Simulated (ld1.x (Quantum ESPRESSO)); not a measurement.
# Nb: variants of one TM potential

Base potential:

ld1.x (Quantum ESPRESSO) 7.5 input, shortened:

```
&input
   title='Nb', zed=41., rel=1, dft='PBESOL', iswitch=3,
   config='[Kr] 4d4 4f-2 5s0.5 5p0'
 /
 &inputp
   pseudotype=2, tm=.true., lloc=0,
   nlcc=.false.
 /
4
4P  2  1   6.00   0.00  1.60  1.60  0.0
4D  3  2   4.00   0.00  2.75  2.75  0.0
4F  4  3  -2.00   0.20  2.35  2.35  0.0
4S  1  0   2.00   0.00  2.00  2.00  0.0
 &test
   configts(1)='4s2 4p6 4d4 5s0.5 5p0'
 /
```

Occupied shells without a wave of their own: 5s. They enter only through the test configuration that unscreens the potential.

Cutoffs, loose and tight: the cutoffs (Ry, on a coarse ladder) from which the occupation-weighted sum of valence levels, in a spherical-Bessel basis at the reference potential, stays within 10 and 1 mRy of its value at 400 Ry. They do not see the model core or the augmentation charge, which bear on the density cutoff. Test errors are all-electron minus pseudo excitation energies from the reference, over the configurations 4s2 4p6 4d4 5s1 5p0; 4s2 4p6 4d4 5s0 5p0; 4s2 4p6 4d3 5s0 5p0; 4s2 4p6 4d1 5s0 5p0; 4s2 4p6 4d4 5s0 5p1; 4s2 4p6 4d2 5s0 5p0; 4s2 4p6 4d3 5s1 5p1. A dash means not determined; rows that change the core or the reference have their own tests.

On the changes marked as counting shells twice: ld1.x takes every shell without a wave as core, so the model core holds the marked electrons as well and exchange and correlation see them twice. This cancels in the reference configuration, but the file is broken for other ones, and its errors say nothing about a proper core correction.

```csv
change,outcome,"cutoff, loose","cutoff, tight",bound ghosts,largest test error (meV)
base,"generated, misses its reference levels by 1.55 eV",45 Ry,80 Ry,none,-1788
functional LDA (PZ),"generated, misses its reference levels by 1.56 eV",45 Ry,80 Ry,none,-1786
"all radii scaled by about 0.86 (s 1.72, p 1.38, d 2.36, f 2.02 bohr)","generated, misses its reference levels by 0.66 eV",60 Ry,110 Ry,none,-849
wave 4d (bound): rc 2.75 bohr becomes 4d (bound): rc 2.30 bohr,"generated, misses its reference levels by 1.55 eV",45 Ry,80 Ry,none,-1849
wave 4s (bound): rc 2.00 bohr becomes 4s (bound): rc 2.18 bohr,"generated, misses its reference levels by 2.38 eV",45 Ry,80 Ry,none,-2642
reference 4s2 4p6 4d2 5s0 5p0,generated,45 Ry,80 Ry,none,+2117
wave 4f channel at 0.2 Ry: rc 2.35 bohr becomes 4f channel at 0.2 Ry: rc 2.56 bohr,"generated, misses its reference levels by 1.55 eV",45 Ry,80 Ry,none,-1788
wave 4p (bound): rc 1.60 bohr becomes 4p (bound): rc 1.16 bohr,"generated, misses its reference levels by 1.55 eV",80 Ry,120 Ry,none,-1789
"core [Kr], valence charge 5; reference 4d3 5s0 5p0; waves now 5p (bound): rc 3.05 bohr; 4d (bound): rc 2.55 bohr; 4f channel at 0.2 Ry: rc 2.30 bohr; 5s (bound): rc 2.95 bohr",generated,30 Ry,35 Ry,none,+224
core correction a·sin(br)/r model core inside 0.92 bohr (5s counted twice),"generated, misses its reference levels by 1.55 eV",45 Ry,80 Ry,none,-2105
wave 4f channel at 0.2 Ry: rc 2.35 bohr becomes 4f channel at -0.01 Ry: rc 2.35 bohr,"generated, misses its reference levels by 1.55 eV",45 Ry,80 Ry,none,-1788
```
